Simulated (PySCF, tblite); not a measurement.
Isomers of C9H6ClP, one GFN2-xTB conformer each. Single-point energies are computed at PBE0/pcSseg-1 (PySCF, gas phase, no added dispersion term), electronic only.

| SMILES | GFN2-xTB relative energy (kJ/mol) |
| --- | --- |
| Clc1pccc2ccccc12 | 4.4 |
| Clc1ccc2ccccc2p1 | 0.0 |

Problem. What does PBE0/pcSseg-1 give for the same structures?

Solution. 
```
          SMILES  PBE0/pcSseg-1 E (Eh)  PBE0/pcSseg-1 (kJ/mol)  GFN2-xTB (kJ/mol)  point group
Clc1ccc2ccccc2p1           -1147.35017                     0.0                0.0           Cs
Clc1pccc2ccccc12           -1147.34782                     6.2                4.4           Cs
```

Both levels put the same isomer lowest. Neighbours under 10 kJ/mol apart (Clc1ccc2ccccc2p1 and Clc1pccc2ccccc12) can change places with a better method, another conformer or zero-point energy.

Problem. Which frontier levels, dipoles and rotational constants go with these structures?

Solution. 
```
          SMILES  HOMO (eV, PBE0/pcSseg-1)  LUMO (eV)  dipole (D)       A, B, C (MHz)
Clc1ccc2ccccc2p1                     -6.52      -2.22        3.10  2354, 531.4, 433.6
Clc1pccc2ccccc12                     -6.60      -2.17        3.01  1304, 807.7, 498.7
```

Problem. What happens when harmonic zero-point energies from GFN2-xTB frequencies are added?

Solution. 
```csv
SMILES,ZPE (kJ/mol),electronic (kJ/mol),with ZPE (kJ/mol)
Clc1ccc2ccccc2p1,309.2,0.0,0.0
Clc1pccc2ccccc12,309.2,6.2,6.2
```

The zero-point energies span 0.0 kJ/mol. The order is unchanged.

Problem. As an exercise, what shares would exp(−E/RT) give at 1000 K from these electronic energies alone (no entropy, no degeneracies)?

Solution. RT = 8.314 kJ/mol: Clc1ccc2ccccc2p1 67.7 %, Clc1pccc2ccccc12 32.3 %.
